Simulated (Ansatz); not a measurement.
Nb2S6. Charge 0, multiplicity 1. Geometry PBE-D4/def2-SVP; atoms count from 1.

Cartesian coordinates in Å:
```
Nb 0.100 0.154 0.008
Nb -1.477 -1.317 -1.332
S 1.179 0.297 2.253
S 0.880 -2.066 -0.978
S 0.608 -0.446 -2.362
S -0.026 1.942 1.760
S -1.922 -1.071 0.845
S 0.659 2.507 -0.193
```

In the def2 sets Nb takes a core potential; there is no spin–orbit coupling. No other spin state of charge 0 was run. Another isomer (singlet) lies 2.12 eV lower at PBE0-D4/def2-TZVP; other spin states weren't run for this one.

Q: Estimate the Mulliken populations from the PBE0/def2-TZVP orbitals of Ansatz.

A: 
| atom | charge (e) | d electrons |
| --- | --- | --- |
| Nb1 | 0.82 | 3.39 |
| Nb2 | 0.56 | 3.64 |
| S3 | -0.26 | – |
| S4 | -0.17 | – |
| S5 | -0.24 | – |
| S6 | 0.02 | – |
| S7 | -0.44 | – |
| S8 | -0.29 | – |
Mulliken values and Mayer orders depend strongly on the basis.

Q: And the Mayer bond orders between bonded heavy atoms (over 0.3)?

A: Nb1–Nb2 1.50 (2.54 Å); Nb1–S3 0.81 (2.49 Å); Nb1–S4 0.63 (2.55 Å); Nb1–S5 0.59 (2.50 Å); Nb1–S6 0.49 (2.51 Å); Nb1–S7 0.72 (2.51 Å); Nb1–S8 0.90 (2.43 Å); Nb2–S4 0.78 (2.50 Å); Nb2–S5 0.69 (2.48 Å); Nb2–S7 1.60 (2.24 Å); S3–S6 1.14 (2.10 Å); S4–S5 1.05 (2.15 Å); S6–S8 1.07 (2.15 Å).
